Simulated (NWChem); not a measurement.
Molecule: BeN2H4; SMILES [NH2][Be][NH2]

```xyz
7

Be     0.0000     0.0000     0.0000
N      0.0000     0.0000     1.5013
H     -0.5835     0.5835     2.0907
H      0.5835    -0.5835     2.0907
N      0.0000     0.0000    -1.5013
H     -0.5835    -0.5835    -2.0907
H      0.5835     0.5835    -2.0907
```
Atoms are numbered in this order, from 1.

Level: PBE0/def2-SVP (NWChem), optimised geometry, unscaled harmonic frequencies. 

| frequency (cm⁻¹) | IR intensity (km/mol) |
|---|---|
| 290 | 1.9 |
| 290 | 1.9 |
| 411 | 0.0 |
| 446 | 183.0 |
| 446 | 183.0 |
| 687 | 101.5 |
| 687 | 101.5 |
| 707 | 0.0 |
| 1460 | 52.4 |
| 1535 | 0.0 |
| 1581 | 345.8 |
| 3626 | 74.3 |
| 3627 | 0.0 |
| 3707 | 30.1 |
| 3707 | 30.1 |

```yaml
zero_point_energy: 33.2 kcal/mol
thermal correction to the enthalpy at 298.15 K (with zero-point energy): 36.8 kcal/mol
heat capacity Cv: 16.3 cal/(mol K)
entropy at 298.15 K and 1 atm (symmetry number 4): 62.1 cal/(mol K)
dipole_moment: 0.00 D
```

Rigid rotor and harmonic oscillator.
